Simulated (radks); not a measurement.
The numbers below are computed, except where a source is named.
Question: All-electron atom: Eu4+ in [Xe] 4f5 (the NIST ground configuration). Level of theory: scalar-relativistic Kohn-Sham, PBE, spin-polarised, spherical densities, finite nucleus; open shells are filled with parallel spins first (spin-orbit coupling, left out, can overturn this in heavy ions); Fermi nuclear charge, rms radius 5.1115 fm (a radial shooting solver on a logarithmic mesh with Libxc functionals). Some entries of the table are withheld. Estimate them.

orbital  occ.  eigenvalue (hartree)  <r> (bohr)  <1/r> (bohr^-1)
1s down     1             -1779.189     0.02232            70.22
1s up       1             -1779.189     0.02232            70.22
2s up       1             -293.7995     0.09512            16.27
2s down     1             -293.7982     0.09512            16.27
2p up       3             -261.9893     0.08390            15.23
2p down     3             -261.9885     0.08390            15.23
3s up       1             -66.25555      0.2497            5.960
3s down     1             -66.18347      0.2495            5.965
3p up       3             -56.35404      0.2482            5.611
3p down     3             -56.28235      0.2479            5.616
3d up       5             -43.10070      0.2261            5.324
3d down     5             -43.04565      0.2259            5.329
4s up       1             -14.78327      0.5643            2.515
4s down     1             -14.61245      0.5643            2.515
4p up       3             -11.51264      0.5966            2.317
4p down     3             -11.34310      0.5967            2.316
4d up       5              -6.95086      0.6471            2.045
4d down     5              -6.78343      0.6480            2.042
5s up       1              -3.30960         (1)            1.014
5s down     1              -3.22677         (2)           0.9991
5p up       3              -2.45357       1.487              (3)
5p down     3              -2.39198       1.508              (4)
4f up       5              -2.00036      0.8158              (5)
4f down     0              -1.84761      0.8360              (6)

Answer: 
(1) 5s up <r> (bohr): 1.311
(2) 5s down <r> (bohr): 1.326
(3) 5p up <1/r> (bohr^-1): 0.8811
(4) 5p down <1/r> (bohr^-1): 0.8652
(5) 4f up <1/r> (bohr^-1): 1.556
(6) 4f down <1/r> (bohr^-1): 1.532
